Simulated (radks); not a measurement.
Values are calculated unless marked as measured or tabulated.
The zirconium ion Zr33+, configuration [He] 2s2 2p3.

Code: a radial shooting solver on a logarithmic mesh with Libxc functionals. Model: Dirac Kohn-Sham, LDA (Slater exchange, Perdew-Wang correlation), spin-unpolarised, spherical densities, finite nucleus; open shells fill j = l - 1/2 first; Fermi nuclear charge, rms radius 4.2694 fm.

Energy parts (hartree):
total: -2478.78679
kinetic: 2589.36811
electron-nucleus: -5242.65006
Hartree: 219.66798
exchange-correlation: -45.17283

Orbitals (lengths in bohr, moments of r in powers of bohr; <r^-3> diverges for s and p1/2; r(max) is where P^2 peaks; r(90%) holds 90 % of the orbital's charge):
| orbital | occ. | eigenvalue (hartree) | <r> | r(90%) | r(max) | <r^-3> | small-component weight |
|---|---|---|---|---|---|---|---|
| 1s1/2 | 2 | -738.1857 | 0.03701 | 0.0662 | 0.02414 | - | 2.12e-02 |
| 2s1/2 | 2 | -163.3250 | 0.1551 | 0.238 | 0.1335 | - | 4.75e-03 |
| 2p1/2 | 2 | -158.1630 | 0.1311 | 0.213 | 0.1031 | - | 4.71e-03 |
| 2p3/2 | 1 | -154.6086 | 0.1350 | 0.218 | 0.1065 | 2275 | 4.59e-03 |
| 3s1/2 | 0 | -68.06479 | 0.3653 | 0.529 | 0.3497 | - | 1.93e-03 |
| 3p1/2 | 0 | -66.37777 | 0.3448 | 0.510 | 0.3274 | - | 1.90e-03 |
| 3p3/2 | 0 | -65.40887 | 0.3505 | 0.517 | 0.3332 | 628.0 | 1.87e-03 |

The highest occupied level is 2p3/2 at -4207.1 eV. The electron density at the nucleus is 7.394e+04 e/bohr^3. For comparison, the ionisation energy in NIST's Atomic Spectra Database is 4300 eV (semi-empirical). In exact Kohn-Sham theory the highest level is minus the ionisation energy, but local and semilocal functionals leave it too shallow, through self-interaction and a potential that decays too fast; potentials with the right tail come closer.

Beside tabulated values, note that spin-unpolarised runs miss the spin-polarisation part of the exchange energy of open shells.
